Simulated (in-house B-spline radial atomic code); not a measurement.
Cs. Computed with a B-spline radial atomic code. Model: non-relativistic spherical atom: semilocal Troullier-Martins pseudo-atom, one channel per l, against all electrons, high spin, G0W0 and RPA with empty states to l = 8, local potential for every l without a channel, a model core (radius 0 = none) keeps its share of the functional.

Without relativity these are model numbers for so heavy an element.

What the tables leave out is listed at the end.

The pseudopotential gives back the lowest level of each angular momentum of its own functional in the configuration it was made in; a second state of the same l is only approximately right. Exact exchange, RPA and GW see the smooth pseudo-orbitals and miss the exchange with the core, for which the functional's share stands in. The column with an uncorrelated core keeps all orbitals and exact exchange, and so separates missing core correlation from pseudisation. Only the three outermost levels and the lowest empty one were computed. RPA here is direct RPA, with no exchange kernel, and its energies carry an (l + 1/2)⁻⁴ tail. A hybrid on a potential with a model core restores only its own semilocal share of the core's exchange.

Command:
```bash
python run_psgw.py task.json out
```
Settings (lengths in bohr, energies in hartree):
```
Z                      55
electrons              55
configuration          [Xe] 6s1
generated_in           [Xe] 6s1
functional             lda,vwn
core_shells            9
radius_factor          0.9
core_correction        True
ion_configuration      [Kr] 4d10 5s2 5p6
```

Time taken, with all properties: 32 s on 1 thread of Intel(R) Xeon(R) 6975P-C (Granite Rapids) (shared host).

Given: made with LDA VWN5; model core radius 1.291 bohr; local radius 1.639 bohr; mean-field start LDA VWN5.

Valence shells of the generating configuration: 5s, 5p, 6s.

Channel: s 1.443, p 1.628, d 2.749 (radii in bohr).

Computed: largest level miss in the spin-unpolarised generating configuration 0.029 eV; valence RPA correlation energy all-electron orbitals -0.38628 hartree; all-electron RPA polarisability, core included 234.93 bohr³; pseudo-atom RPA polarisability 228.85 bohr³; ionisation by mean-field pseudo minus all 0.048 eV; ionisation by RPA all-electron 4.1753 eV; ionisation by RPA pseudo minus all 0.043 eV.

| level | occupied | mean-field all-electron (eV) | mean-field pseudo minus all (eV) | G0W0 all-electron (eV) | G0W0 uncorrelated core minus all (eV) | G0W0 pseudo minus all (eV) | exchange self-energy all-electron (eV) | exchange self-energy pseudo (eV) |
| --- | --- | --- | --- | --- | --- | --- | --- | --- |
| 6s up | 1 | -2.3009 | -0.03 | -3.9448 | 0.035 | -0.052 | -5.2714 | -4.9363 |
| 6s down (empty) | 0 | -1.8588 | -0.029 | -0.75265 | 0.031 | -0.022 | -0.8944 | -0.53908 |

(1) What is the valence RPA correlation energy pseudo?

(2) What is the ionisation by mean-field all-electron?

Given: mean-field start PBE0.

Computed: valence RPA correlation energy all-electron orbitals -0.3532 hartree; all-electron RPA polarisability, core included 213.45 bohr³; pseudo-atom RPA polarisability 213.67 bohr³; ionisation by mean-field all-electron 3.751 eV; ionisation by mean-field pseudo minus all 0.013 eV; ionisation by RPA pseudo minus all 0.01 eV.

| level | occupied | mean-field all-electron (eV) | mean-field pseudo minus all (eV) | G0W0 all-electron (eV) | G0W0 uncorrelated core minus all (eV) | G0W0 pseudo minus all (eV) | exchange self-energy all-electron (eV) | exchange self-energy pseudo (eV) |
| --- | --- | --- | --- | --- | --- | --- | --- | --- |
| 6s up | 1 | -2.5736 | -0.011 | -3.9872 | 0.036 | -0.004 | -4.9611 | -4.6411 |
| 6s down (empty) | 0 | -1.0097 | -0.016 | -0.45413 | 0.036 | -0.01 | -0.84512 | -0.50011 |

(3) What is the ionisation by RPA all-electron?

(4) What is the valence RPA correlation energy pseudo?

Answers

(1) -0.41889 hartree.

(2) 3.9492 eV.

(3) 4.0454 eV.

(4) -0.38312 hartree.

Among the listed levels the largest G0W0 shift of the pseudo-atom is -0.05 eV, for 6s up on the LDA VWN5 start, while leaving the core uncorrelated moves that level by +0.04 eV. The rest, -0.09 eV, comes from pseudisation and the lost core exchange. Not in the tables (levels of low weight, unsolved or above zero; the highest and the empty levels are kept at any weight): on LDA the G0W0 levels 5p down (pseudo minus all -0.03 eV, weights 0.11 and 0.12), 5p up (pseudo minus all -0.06 eV, weights 0.21 and -0.01); on PBE0 the G0W0 levels 5p down (pseudo minus all +0.09 eV, weights 0.40 and 0.37), 5p up (pseudo minus all +0.09 eV, weights 0.40 and 0.37); no Hartree-Fock pseudo-atom is run with a model core.
